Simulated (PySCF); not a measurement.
# Electron correlation in As (arsenic, neutral)

[Ar] 3d10 4s2 4p3, high-spin 4S determinant. All numbers are calculated (PySCF 2.14, the non-relativistic Hamiltonian (point nucleus), in def2-TZVPPD). Frozen: [Ne]; 23 electrons correlated.

| level | correlation energy (mhartree) |
| --- | --- |
| CCSD | -291.08 |
| (T) | -8.61 |
| CCSD(T) | -299.69 |

Diagnostics: T1 = 0.0053, D1 = 0.0106, largest double amplitude 0.043.

Cost of the coupled-cluster step: of the order of 10 core-seconds, for 23 correlated electrons.

Iterations:

```
CC2 = 0
CCSD nocc = (np.int64(13), np.int64(10)), nmo = (49, 49)
frozen orbitals [[0, 1, 2, 3, 4], [0, 1, 2, 3, 4]]
max_cycle = 100
direct = 0
conv_tol = 1e-08
conv_tol_normt = 1e-06
diis_space = 8
diis_start_cycle = 0
Init t2, MP2 energy = -0.298796179301193
Init E_corr(UCCSD) = -0.29879617930568
cycle = 1  E_corr(UCCSD) = -0.281058618523672  dE = 0.0177375608  norm(t1,t2) = 0.055256
cycle = 2  E_corr(UCCSD) = -0.291950234107339  dE = -0.0108916156  norm(t1,t2) = 0.0150629
cycle = 3  E_corr(UCCSD) = -0.290533098160845  dE = 0.00141713595  norm(t1,t2) = 0.00509594
cycle = 4  E_corr(UCCSD) = -0.291075859285298  dE = -0.000542761124  norm(t1,t2) = 0.00161904
cycle = 5  E_corr(UCCSD) = -0.291091030919831  dE = -1.51716345e-05  norm(t1,t2) = 0.00023683
cycle = 6  E_corr(UCCSD) = -0.291077181657654  dE = 1.38492622e-05  norm(t1,t2) = 5.84591e-05
cycle = 7  E_corr(UCCSD) = -0.29107729813003  dE = -1.16472376e-07  norm(t1,t2) = 1.55812e-05
cycle = 8  E_corr(UCCSD) = -0.291077889153933  dE = -5.91023903e-07  norm(t1,t2) = 4.76118e-06
cycle = 9  E_corr(UCCSD) = -0.291077745494948  dE = 1.43658985e-07  norm(t1,t2) = 1.36756e-06
cycle = 10  E_corr(UCCSD) = -0.291077728730076  dE = 1.67648725e-08  norm(t1,t2) = 2.75454e-07
cycle = 11  E_corr(UCCSD) = -0.291077738308621  dE = -9.57854568e-09  norm(t1,t2) = 6.52629e-08
UCCSD converged
E(UCCSD) = -2234.485580790756  E_corr = -0.2910777383086215
UCCSD(T) correction = -0.00861212696548537
```

This basis was not built for core-valence correlation, so the inner-shell part is incomplete.
